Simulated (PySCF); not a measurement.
C₃H₆FO₃S (charge -1).
SMILES with atom numbers: `[CH3:1][C:2]([CH3:3])([F:4])[S:5](=[O:6])(=[O:7])[O-:8]` (hydrogens: H9, H10, H11 on C1; H12, H13, H14 on C3)

The geometry is computed with GFN2-xTB (gas phase).

What internal coordinates does the optimisation give?

```json
{"bond": "C1–C2, C2–C3", "length (pm)": "150.5", "order": "single"}
{"bond": "C2–F4", "length (pm)": "139.2", "order": "single"}
{"bond": "C2–S5", "length (pm)": "186.1", "order": "single"}
{"bond": "S5=O6, S5=O7, S5–O8", "length (pm)": "145.9", "order": "double/single"}
{"bond": "C1–H9 and 5 like bonds", "length (pm)": "108.9", "order": "single"}
```

Bonds in one row agree within 1 pm and their mean is given. Orders are formal, as drawn. A selection of angles:
```json
{"angle": "C1–C2–C3", "degrees": "116.1"}
{"angle": "C1–C2–F4", "degrees": "109.6"}
{"angle": "C1–C2–S5", "degrees": "106.0"}
{"angle": "F4–C2–S5", "degrees": "109.0"}
{"angle": "C2–S5–O6", "degrees": "105.8"}
{"angle": "C2–S5–O7", "degrees": "101.6"}
{"angle": "O6–S5–O7", "degrees": "113.7"}
{"angle": "O6–S5–O8", "degrees": "114.6"}
```

Dihedral angles: C1–C2–S5–O6 179° (antiperiplanar).

S5 (sulfonyl sulfur) is distorted tetrahedral (angles from 101.6° to 114.6°). Of the pairs four or more bonds apart, O7···H10 is among the closest relative to their van der Waals radii: 2.45 Å, 90 % of the sum of Bondi's values.

Point group: Cs (tolerance 0.08 Å). Stationary, but not proved a minimum.
